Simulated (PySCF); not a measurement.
# What a mistake does to a calculation on BCGeH4O cation

These are calculations, not measurements. The program is PySCF 2.14.0, an open-source quantum chemistry code, run on an isolated molecule that a program drew, which may never have been made. The molecule is BCGeH4O cation (charge +1, singlet), drawn as the SMILES string `C=[B][GeH+][OH]`.

Each row is a Hartree-Fock (HF) and frozen-core CCSD(T) single point in the cc-pVDZ basis, meant for a local HF minimum. Run 1 is clean. Each other run has one planted mistake out of seven kinds, and not every kind appears here: one electron removed, one electron added, multiplicity raised by two, geometry at a saddle point, minimal basis STO-3G, one bond length entered in bohr, all coordinates scaled. The reference is restricted for singlets and unrestricted otherwise, and also for a bond in bohr. Adding or removing an electron swaps singlet and doublet. Electrons count all cores. HOMO and LUMO are orbital energies over both spins, the gradient is its largest component, and the lowest frequency (negative if imaginary) is given only where the gradient is small. Bond lengths are over the 7 bonds as drawn. T1 is the CCSD diagnostic: over 0.02 (restricted) or 0.045 (unrestricted) a single reference is doubtful. Germanium has the cc-pVDZ-PP basis, with a core potential (ECP10MDF) in place of its 10 inner electrons, and its 3s, 3p and 3d shells are frozen in CCSD(T).

Geometry of the clean run:
```xyz
8
BCGeH4O cation, angstrom
C    -2.2035    0.9411    1.2285
B    -1.3298   -0.0473    1.6591
Ge   -0.1316   -1.4799    2.2900
O     1.5056   -1.2729    1.8562
H    -1.8656    1.7964    0.6492
H    -3.2671    0.9084    1.4493
H    -0.4869   -2.7077    3.0916
H     2.1690   -1.9077    2.1096
```

```
run,electrons,basis functions,<S^2>,HOMO (eV),LUMO (eV),gradient (hartree/bohr),lowest frequency (cm^-1),mean bond (Å),longest bond (Å),T1,HF (hartree),CCSD(T) (hartree),mistake
1,54,85,0.000,-14.33,-5.18,3.4e-05,116,1.3857,1.971,0.0210,-432.80875,-433.33024,no fault
2,54,85,0.000,-15.11,-4.87,8.9e-02,-,1.2693,1.806,0.0172,-432.73173,-433.23171,all coordinates scaled
3,54,85,2.016,-12.51,-5.83,7.0e-02,-,1.3857,1.971,0.0396,-432.76309,-433.24361,multiplicity raised by two
4,54,85,1.423,-14.03,-5.58,3.6e-02,-,1.6026,3.225,0.0585,-432.71253,-433.18530,?
```

**Which mistake was planted in run 4, and what did it cost?**

The mean bond changes by a factor of 1.157 and the longest by 1.636, so the molecule wasn't scaled as a whole. A length L in bohr read as angstrom grows by (1/0.5292 - 1) L = 0.890 L. The 7 bonds together grew by 7 x 0.2169 = 1.518 Å, which gives L = 1.706 Å. That is bond Ge3-O4, 1.706 Å in the clean geometry. So the mistake is: one bond length entered in bohr. Subtracting run 1 and multiplying by 627.51 kcal/mol a hartree, the energy moved by 60.4 kcal/mol in HF and 91.0 kcal/mol in CCSD(T).

Cautions from the logs. Run 1: T1 is over the limit, so its CCSD(T) energy is less reliable; run 4: T1 is over the limit, so its CCSD(T) energy is less reliable.
